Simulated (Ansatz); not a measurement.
Triethylaluminium, relaxed with RKS PBE-D4/def2-SVP in Ansatz from a rough embedded geometry. The force threshold is 0.03 eV/Å; the program also tests the step.

The species carries charge 0 and has multiplicity 1.

Start:

```xyz
22

C     2.147    0.277    2.007
C     1.944   -0.309    0.593
Al    0.001   -0.502    0.084
C    -1.367    0.045    1.289
C    -2.266    1.160    0.765
C    -0.452   -1.152   -1.775
C     0.150   -0.228   -2.857
H     3.203    0.309    2.228
H     1.614    1.266    2.043
H     1.604   -0.432    2.718
H     2.428    0.391   -0.134
H     2.432   -1.299    0.499
H    -2.114   -0.876    1.536
H    -1.005    0.379    2.281
H    -2.751    0.858   -0.187
H    -3.087    1.436    1.438
H    -1.647    2.051    0.537
H    -0.066   -2.169   -1.903
H    -1.550   -1.159   -1.853
H    -0.323    0.790   -2.735
H    -0.169   -0.642   -3.828
H     1.274   -0.192   -2.746
```

| step | energy (eV) | largest force (eV/Å) | largest move (Å) |
| --- | --- | --- | --- |
| 1 | -13043.9569 | 3.036 | 0.000 |
| 2 | -13044.3763 | 1.204 | 0.146 |
| 3 | -13044.4116 | 0.343 | 0.200 |
| 4 | -13044.4335 | 0.061 | 0.075 |
| 5 | -13044.4366 | 0.017 | 0.080 |
| 6 (rejected) | -13044.4359 | 0.243 | 0.198 |
| 7 | -13044.4395 | 0.022 | 0.096 |
| 8 | -13044.4416 | 0.088 | 0.098 |
| 9 | -13044.4429 | 0.144 | 0.078 |
| 10 | -13044.4449 | 0.117 | 0.047 |
| 11 | -13044.4458 | 0.215 | 0.196 |
| 12 | -13044.4506 | 0.176 | 0.046 |
| 13 | -13044.4559 | 0.039 | 0.060 |
| 14 | -13044.4598 | 0.066 | 0.128 |
| 15 (rejected) | -13044.4557 | 0.255 | 0.193 |
| 16 (rejected) | -13044.4503 | 0.303 | 0.097 |
| 17 | -13044.4623 | 0.012 | 0.047 |
| 18 | -13044.4657 | 0.047 | 0.097 |
| 19 | -13044.4689 | 0.118 | 0.146 |
| 20 | -13044.4717 | 0.118 | 0.072 |
| 21 | -13044.4754 | 0.117 | 0.123 |
| 22 | -13044.4775 | 0.150 | 0.106 |
| 23 | -13044.4799 | 0.124 | 0.036 |
| 24 | -13044.4825 | 0.057 | 0.046 |
| 25 | -13044.4844 | 0.041 | 0.079 |
| 26 | -13044.4856 | 0.073 | 0.103 |
| 27 | -13044.4866 | 0.025 | 0.031 |

End:

```xyz
22

C     2.285    0.105    1.968
C     1.911   -0.176    0.504
Al   -0.006   -0.048    0.011
C    -1.364    0.381    1.392
C    -2.800    0.646    0.910
C    -0.570   -0.402   -1.858
C     0.538   -0.558   -2.913
H     3.375    0.003    2.163
H     1.999    1.132    2.278
H     1.768   -0.586    2.667
H     2.476    0.499   -0.181
H     2.255   -1.195    0.203
H    -1.351   -0.469    2.118
H    -0.984    1.241    1.993
H    -3.211   -0.213    0.336
H    -3.506    0.840    1.747
H    -2.854    1.527    0.235
H    -1.201   -1.325   -1.822
H    -1.293    0.393   -2.159
H     1.142    0.369   -3.018
H     0.139   -0.798   -3.923
H     1.252   -1.368   -2.649
```

It took 55 s on 2 threads of an AMD EPYC 7R13 on a shared host and a share of an NVIDIA H100 80 GB, with 0.82 GiB of host memory at the peak.
